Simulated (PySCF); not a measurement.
## AsS⁺: energy against distance

Set-up: PySCF, no relativity, basis sets As def2-SVP, S def2-SVP. Energies in eV from As⁺ + S in their ground configurations at the same level. State: ¹Σ⁺ (singlet), closed shell.

All columns are PBE0. A positive dipole points towards S; it is taken about the centre of mass and depends on that origin.

```tsv
R (Å)	E (eV)	μ (D)	Mulliken charge on As (basis-dependent)	HOMO (eV)	LUMO (eV)	Mayer bond order	⟨S²⟩
1.677	-3.702	0.14	0.65	-16.66	-9.59	2.77	0.00
1.755	-4.904	-0.06	0.68	-16.71	-9.83	2.76	0.00
1.833	-5.560	-0.24	0.71	-16.70	-10.06	2.76	0.00
1.891	-5.787	-0.37	0.72	-16.42	-10.22	2.75	0.00
1.950	-5.845	-0.49	0.74	-16.16	-10.38	2.75	0.00
2.009	-5.772	-0.60	0.75	-15.92	-10.52	2.75	0.00
2.087	-5.527	-0.73	0.76	-15.62	-10.69	2.75	0.00
2.184	-5.061	-0.87	0.77	-15.29	-10.89	2.76	0.00
2.301	-4.370	-1.01	0.78	-14.94	-11.09	2.76	0.00
2.457	-3.792	0.05	0.69	-14.47	-11.00	1.84	1.10
```

A fit through these points gives, at Re = 1.944 Å, μ = -0.48 D and dμ/dR = -2.01 D/Å; the reduced mass is 22.41 u.

Problem. How strong is the fundamental in the double-harmonic approximation, I = 42.26·(dμ/dR)²/μred km/mol?

Solution. I = 42.26·(-2.01)²/22.41 = 7.62 km/mol at PBE0.

The closed-shell solution turns unstable on stretching: from about 2.46 Å a spin-polarised solution lies lower.

⟨S²⟩ of the unrestricted solution departs from its pure value on part of the curve, where spin states mix. For an ion De counts to the pair picked by the measured ionisation energies or electron affinities, which need not be the lowest pair at this level.
